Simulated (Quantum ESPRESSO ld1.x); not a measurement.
All-electron atom: the lead ion Pb4+ in [Xe] 4f14 5d10 (the NIST ground configuration). Method: non-relativistic Kohn-Sham, PBE, spin-unpolarised, spherical densities, point nucleus; relativity is left out, which matters for an element this heavy; computed with ld1.x of Quantum ESPRESSO 7.5. Some entries of the table are withheld. Estimate them.

orbital,occ.,eigenvalue (eV),<1/r> (bohr^-1),<r> (bohr)
1s,2,-79035.3,81.45,0.01846
2s,2,(1),19.21,0.07762
2p,6,-12855.7,19.24,(2)
3s,2,(3),7.471,0.1952
3p,6,-2977.33,7.428,0.1858
3d,10,-2539.78,7.365,0.1619
4s,2,-741.335,3.293,0.4267
4p,6,-638.420,3.208,0.4294
4d,10,-448.443,3.033,0.4336
4f,14,-191.139,2.722,0.4440
5s,2,-153.537,(4),0.9483
5p,6,-119.022,1.300,1.016
5d,10,-62.9910,1.044,1.246

Answer. 
(1) 2s eigenvalue (eV): -13348.5
(2) 2p <r> (bohr): 0.06555
(3) 3s eigenvalue (eV): -3211.78
(4) 5s <1/r> (bohr^-1): 1.405
